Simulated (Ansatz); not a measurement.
Question: Predict a relaxed structure of GeI₂ (the lowest singlet isomer of a short search), charge 0, singlet, at B3LYP-D4/def2-TZVP (Ansatz).

Answer: 
```xyz
3

Ge   -0.3544   -0.0733    1.0123
I     1.7446    1.1421    0.1227
I    -1.3903   -1.0687   -1.1350
```
Point group C2v (tolerance 0.1 Å). This is one stationary point.

In the def2 sets I takes a core potential; there is no spin–orbit coupling. The structure comes from a short search, and lower isomers may exist.
